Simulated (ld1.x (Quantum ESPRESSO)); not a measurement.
# Logarithmic derivatives: rhodium, TM semilocal

* Element: rhodium
* Generator: ld1.x (Quantum ESPRESSO) 7.5
* Type: norm-conserving Troullier–Martins (semilocal form)
* Functional: PBE
* Relativity: scalar-relativistic
* Frozen core: [Kr]
* Valence charge: 9
* Reference configuration: 4d8 5s0.5 5p0.5
* Partial waves: 5p (bound): rc 3.65 bohr; 4d (bound): rc 2.05 bohr; 5s (bound): rc 1.95 bohr
* Local potential: the s channel
* Core correction: none

The phase is arctan(r·u′/u) with u = r·R(r), unwrapped; energies in Ry, scanned from -3 to 5 Ry. A pole is an energy at which the radial function vanishes at the test radius. The pseudo phase is shifted by a multiple of π to meet the all-electron one at the reference energy, and phase errors are pseudo minus all-electron; the curves can meet again beyond the range given. Levels narrower than the energy grid can be missing from the lists of poles.

```tsv
channel	radius (bohr)	reference energy (Ry)	poles, all-electron	poles, pseudo	unbroken range about the reference energy with phases within 0.05 rad	phase error 1 Ry above the reference energy (rad)
s	3.95	-0.36	0.03, 3.30	0.03, 2.21, 4.57	below 0.8	-0.021
p	3.95	-0.10	0.66, 4.10	0.64, 3.38	below 1.3	-0.014
d	3.95	-0.50	-0.47, 1.87	-0.47, 1.90	below 3.1	+0.014
```

Phases in the d channel:

| E (Ry) | all-electron | pseudo |
| --- | --- | --- |
| -3.00 | 1.426 | 1.426 |
| -2.76 | 1.420 | 1.420 |
| -2.52 | 1.413 | 1.413 |
| -2.28 | 1.405 | 1.405 |
| -2.04 | 1.396 | 1.396 |
| -1.80 | 1.385 | 1.385 |
| -1.56 | 1.371 | 1.371 |
| -1.32 | 1.353 | 1.353 |
| -1.08 | 1.328 | 1.328 |
| -0.84 | 1.285 | 1.285 |
| -0.60 | 1.093 | 1.093 |
| -0.36 | -1.775 | -1.775 |
| -0.12 | -1.893 | -1.892 |
| 0.12 | -2.014 | -2.012 |
| 0.36 | -2.253 | -2.247 |
| 0.60 | -2.931 | -2.905 |
| 0.84 | -3.969 | -3.945 |
| 1.08 | -4.385 | -4.374 |
| 1.32 | -4.550 | -4.542 |
| 1.56 | -4.638 | -4.632 |
| 1.80 | -4.697 | -4.691 |
| 2.04 | -4.745 | -4.738 |
| 2.28 | -4.788 | -4.780 |
| 2.52 | -4.836 | -4.824 |
| 2.76 | -4.898 | -4.880 |
| 3.00 | -4.998 | -4.962 |
| 3.24 | -5.217 | -5.122 |
| 3.48 | -5.973 | -5.588 |
| 3.72 | -7.160 | -6.844 |
| 3.96 | -7.520 | -7.426 |
| 4.20 | -7.652 | -7.608 |
| 4.44 | -7.720 | -7.694 |
| 4.68 | -7.763 | -7.744 |
| 4.92 | -7.794 | -7.779 |
